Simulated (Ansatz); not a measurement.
Reaction (SMILES): N[Si](Br)(Br)Br → [NH][Si](Br)(Br)Br + H atom (the H-N bond at the site shown breaks; other sites are not compared here)
Each molecule is optimised on its own at B3LYP-D3(BJ)/def2-TZVP (Ansatz, a quantum-chemistry and plane-wave program), one conformer each, not searched for the lowest. Frequencies are from Ansatz.

Property: bond dissociation energy (0 K, with B3LYP-D3(BJ) harmonic zero-point energies), in kJ/mol. Cores are frozen in the correlated levels unless marked. Open shells are spin-unrestricted. No spin-orbit coupling. The frozen core is the preceding noble-gas configuration, with the filled d and f shells of earlier blocks. Non-relativistic. CBS marks a two-point X^-3 extrapolation of the correlation energy; Hartree-Fock from the larger set. The bracket is a focal-point correction in the basis named.

RI-MP2/CBS(def2-TZVPP,def2-QZVPP)+[CCSD(T)-MP2]/def2-TZVPP (Ansatz) gives 472.3 kJ/mol.

Problem. Another calculation gave 455.7 kJ/mol. Which level was it?
(A) LC-wPBE/def2-TZVPD (Ansatz)
(B) SVWN5/def2-TZVPD (Ansatz)
(C) BLYP/def2-TZVPD (Ansatz)

Solution. A, LC-wPBE/def2-TZVPD (Ansatz). The others give 435.8 (BLYP), 507.4 (SVWN5) kJ/mol.
